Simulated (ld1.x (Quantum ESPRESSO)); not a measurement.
# barium: TM pseudisation with LDA (PZ), scalar-relativistic reference atom.

Ba (Z = 56), norm-conserving Troullier–Martins (Kleinman–Bylander form), made with ld1.x (Quantum ESPRESSO) 7.5 (LDA (PZ), scalar-relativistic). Core [Xe], reference 5d0 6s1.5 6p0 (charge +0.5). Waves: 6p (bound, empty): rc 3.85 bohr; 5d (bound, empty): rc 2.40 bohr; 6s (bound): rc 3.45 bohr. Local part: the s channel. Core correction: Bessel-smoothed model core, default radius (core density twice the valence density).

- Cutoffs needed: 6 Ry and 8 Ry (the cutoffs (Ry, on a coarse ladder) from which the occupation-weighted sum of valence levels, in a spherical-Bessel basis at the reference potential, stays within 10 and 1 mRy of its value at 400 Ry)
- Ghost test: no extra level below or beside the all-electron valence levels (p, d, s, f tested) (spherical-Bessel basis up to 400 Ry, 20 bohr box)
- Largest excitation error: -51 meV (all-electron minus pseudo) for 5d1 6s0 6p0, out of 7 test configurations
